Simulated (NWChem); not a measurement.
Species: TiH4; SMILES [TiH4]

```xyz
5

Ti     0.0000     0.0000     0.0000
H     -0.0748    -1.3557     0.9976
H      0.1233     1.3879     0.9472
H     -1.3958     0.0841    -0.9399
H      1.3474    -0.1163    -1.0049
```
Atoms are numbered in this order, from 1.

All runs use the structure optimised with PBE0/def2-SVP.

Problem. List the 4 lowest vertical singlet excitations from Hartree-Fock/def2-SVPD, CIS (NWChem).

Solution. 
```tsv
state	energy (eV)	oscillator strength	leading excitation (squared amplitude)
S1	4.16	0.000	HOMO−2 → LUMO+5 (0.71)
S2	4.16	0.000	HOMO−1 → LUMO+4 (0.44)
S3	4.16	0.000	HOMO → LUMO+4 (0.53)
S4	4.67	0.000	HOMO−2 → LUMO+4 (0.66)
```
